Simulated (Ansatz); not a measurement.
CH$_{5}$BrGe, SMILES `[CH3][GeH2][Br]`. Total charge 0; spin multiplicity 1.

```csv
atom,x (Å),y (Å),z (Å)
C1,-0.607,0.376,-0.803
Ge2,0.407,-0.492,0.606
Br3,1.701,1.128,1.646
H4,0.073,0.831,-1.522
H5,-1.245,1.150,-0.377
H6,-1.231,-0.358,-1.316
H7,1.389,-1.544,0.068
H8,-0.489,-1.091,1.699
```

Problem. What are the harmonic wavenumbers in cm⁻¹ at PBE0-D4/def2-TZVP (Ansatz, finite differences of forces, unscaled)? (Best estimate.)

Solution. The calculation gave: 134, 147, 301, 446, 611, 617, 700, 845, 865, 874, 1266, 1448, 1454, 2161, 2167, 3066, 3157, 3171.

Problem. Is this a minimum?

Solution. Yes, all 18 modes are real.

Problem. Give the ideal-gas thermochemistry at 298.15 K and 1 bar (rigid rotor, harmonic oscillator; point group Cs, symmetry number 1).

Solution. Zero-point energy 140.1 kJ/mol; H(298) − E = 157.0 kJ/mol; entropy 324.5 J/(mol·K), of which translation 172.9, rotation 111.7, vibration 39.9; G(298) − E = 60.2 kJ/mol.

Problem. And at 400, 500, 600, 800 and 1000 K?

Solution. 
```csv
T (K),H − E (kJ/mol),S (J/mol/K),G − E (kJ/mol)
400,166.1,350.8,25.8
500,176.4,373.6,-10.4
600,187.7,394.2,-48.8
800,212.7,430.1,-131.4
1000,240.2,460.8,-220.5
```
